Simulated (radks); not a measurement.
Cl, 17 electrons, occupied as [Ne] 3s2 3p5.

Method: scalar-relativistic Kohn-Sham, r2SCAN, spin-polarised, spherical densities, finite nucleus; open shells are filled with parallel spins first; meta-GGA in the generalised Kohn-Sham scheme; Fermi nuclear charge, rms radius 3.3654 fm; computed with a radial shooting solver on a logarithmic mesh with Libxc functionals.

Energy parts (hartree):
part                       energy
total                  -461.59562
kinetic                 463.69089
electron-nucleus      -1100.62032
Hartree                 203.58128
exchange-correlation    -28.24747

Orbitals (lengths in bohr, moments of r in powers of bohr; r(90%) holds 90 % of the orbital's charge):
orbital  occ.  eigenvalue (hartree)  r(90%)      <r^4>
1s up       1             -101.6431   0.162  0.0003214
1s down     1             -101.6346   0.162  0.0003213
2s up       1              -9.47970   0.691    0.09773
2s down     1              -9.47548   0.691    0.09753
2p up       3              -7.15832   0.674    0.09052
2p down     3              -7.14926   0.674    0.09027
3s up       1              -0.81565    2.34      12.90
3s down     1              -0.76813    2.36      13.49
3p up       3              -0.34732    2.87      30.01
3p down     2              -0.30457    2.95      33.81

The highest occupied level is 3p down at -8.288 eV. The density falls to 0.001 e/bohr^3 at r = 3.88 bohr. Summed over all electrons, <r^2> = 27.49 bohr^2, which gives a Langevin (diamagnetic) susceptibility term of -21.8 x 10^-6 cm^3/mol. Spin moment in Bohr magnetons: 1. The spin density at the nucleus is 0.1358 e/bohr^3 (1s -0.1739, 2s 0.1794, 3s 0.1304). The electron density at the nucleus is 3600 e/bohr^3 (large components only).
